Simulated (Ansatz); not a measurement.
Consider the cleavage of the Si–In bond: `N[SiH]([SiH3])[InH2]` + HCl → `N[SiH]([SiH3])Cl` + `[InH3]`.

Program: Ansatz. Geometries: PBE0-D4/def2-TZVP. ΔE: electronic, gas phase. CCSD(T)/CBS adds triple-zeta CCSD(T) − MP2 to the extrapolated MP2 energy (def2 sets, frozen cores). This one scheme is used for every species. DFT in def2-TZVPP. Elements past krypton have def2 core potentials. For In outer-core shells are correlated without core-valence functions, which leaves a few kJ/mol of doubt a bond. Each species was taken in one conformer, which may not be the lowest.

| level | ΔE (kcal/mol) |
| --- | --- |
| PBE-D4 | -18.2 |
| PBE0-D4 | -19.7 |
| CAM-B3LYP-D4 | -22.9 |
| PBE0 | -19.9 |

What does CCSD(T)/CBS give? (An estimate is asked.)

Computed: -20.2 kcal/mol. The listed levels differ from it by 2.0, 0.5, -2.7, 0.3 kcal/mol.

Largest T1 diagnostic among the species: 0.014.

In def2-TZVPP, CCSD(T) changes the Hartree–Fock value by +6.2 kcal/mol (the triples alone add +0.6 kcal/mol) and MP2 by +5.3 kcal/mol. From BLYP to BHLYP (50 % exact exchange), in def2-TZVPP and without D4, ΔE moves by −3.4 kcal/mol.

CCSD(T)/CBS has its own doubt, a few kJ/mol and more with outer-core shells, so smaller differences from it don't rank the levels.
